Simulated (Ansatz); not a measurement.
The cluster Be₂O₂⁺, relaxed as a doublet with UKS B3LYP-D4/def2-TZVP in Ansatz, starting from the B3LYP-D4/def2-TZVP geometry of the neutral singlet. Force threshold 0.02 eV/Å.

The structure comes from a short search, and lower isomers may exist.

Start:

```xyz
4

Be   -0.751   -0.046   -0.431
Be    0.751    0.046    0.431
O    -0.063   -1.177    0.234
O     0.062    1.177   -0.234
```

| step | energy (eV) | largest force component (eV/Å) | SCF passes |
| --- | --- | --- | --- |
| 1 | -4891.7021 | 2.684 | 40 |
| 2 | -4891.8552 | 1.335 | 53 |
| 3 | -4891.9028 | 0.252 | 49 |
| 4 | -4891.9054 | 0.014 | 53 |
| 5 | -4891.9054 | 0.003 | 42 |
| 6 | -4891.9055 | 0.031 | 50 |
| 7 | -4891.9087 | 0.255 | 59 |
| 8 (rejected) | -4891.8773 | 1.453 | 54 |
| 9 | -4891.9305 | 0.479 | 61 |
| 10 (rejected) | -4891.8758 | 0.769 | 48 |
| 11 | -4891.9481 | 0.356 | 62 |
| 12 | -4891.9582 | 0.130 | 42 |
| 13 | -4891.9587 | 0.092 | 41 |
| 14 (rejected) | -4891.9534 | 0.151 | 43 |
| 15 | -4891.9591 | 0.004 | 43 |

Force components are those of the run's own axes.

End:

```xyz
4

Be   -0.891   -0.033   -0.404
Be    0.797    0.070    0.564
O    -0.011   -1.120    0.139
O     0.105    1.083   -0.299
```

By distances, no bond broke or formed. The bond that changes most is Be2–O4, from 1.48 to 1.50 Å (atoms count from 1).

The force fell under the threshold at step 4, but the optimiser went on and released 0.054 eV more. No frequencies were taken in this run, so the end may be a saddle point.

It took 19 s on 4 threads of Arm Neoverse V1 on a shared host.
